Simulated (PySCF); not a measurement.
The third ionisation energy along the 3d series

Calculated with PySCF 2.14 from differences of total energies of unrestricted determinants, without spin-orbit coupling. Values in eV. The last column holds reference values (NIST; (s) semi-empirical, (t) theoretical, else measured). Unmarked ones compare directly (S terms, centres of terms, or small fine structure); those marked * lie between the lowest fine-structure levels and include a spin-orbit shift.

```tsv
element	configurations	CCSD(T) (valence)	LDA	PBE	r2SCAN	MP2 (valence and next inner shell)	CCSD (valence and next inner shell)	reference
Sc (x2c-TZVPPall with one added diffuse shell each of s, p, d, f type, spin-free X2C)	[Ar] 3d1 → [Ar]	n/a	25.329	25.283	25.070	23.955	23.968	24.757 *
Ti (x2c-TZVPPall with one added diffuse shell each of s, p, d, f type, spin-free X2C)	[Ar] 3d2 → [Ar] 3d1	26.740	28.004	27.926	27.899	27.117	27.082	27.492 *
V (x2c-TZVPPall with one added diffuse shell each of s, p, d, f type, spin-free X2C)	[Ar] 3d3 → [Ar] 3d2	28.593	30.026	29.789	29.750	29.127	28.992	29.311 *
Cr (x2c-TZVPPall with one added diffuse shell each of s, p, d, f type, spin-free X2C)	[Ar] 3d4 → [Ar] 3d3	30.371	31.891	31.474	31.049	30.983	30.752	30.959 ± 0.025 *
Mn (x2c-TZVPPall with one added diffuse shell each of s, p, d, f type, spin-free X2C)	[Ar] 3d5 → [Ar] 3d4	33.225	34.421	34.038	33.888	33.792	33.483	33.668 ± 0.012 *
Fe (x2c-TZVPPall with one added diffuse shell each of s, p, d, f type, spin-free X2C)	[Ar] 3d6 → [Ar] 3d5	29.880	31.629	31.450	30.765	30.390	30.119	30.651 ± 0.012 *
Co (x2c-TZVPPall with one added diffuse shell each of s, p, d, f type, spin-free X2C)	[Ar] 3d7 → [Ar] 3d6	32.913	34.338	34.114	33.725	33.445	33.044	33.5 ± 0.06 (s) *
Ni (x2c-TZVPPall with one added diffuse shell each of s, p, d, f type, spin-free X2C)	[Ar] 3d8 → [Ar] 3d7	34.639	36.263	35.807	35.454	35.388	34.766	35.187 ± 0.019 *
Cu (x2c-TZVPPall with one added diffuse shell each of s, p, d, f type, spin-free X2C)	[Ar] 3d9 → [Ar] 3d8	36.317	38.031	37.335	36.467	37.265	n/a	36.841 ± 0.012 *
Zn (x2c-TZVPPall with one added diffuse shell each of s, p, d, f type, spin-free X2C)	[Ar] 3d10 → [Ar] 3d9	39.436	40.767	40.120	39.653	40.481	39.442	39.723 *
```

"Valence" correlates the outer s and p shells and, in groups 3 to 12 and the f block, the outer d or f shell, open or full, or the next shell where the ion has no valence electron left; the wider scheme adds the next inner shell.
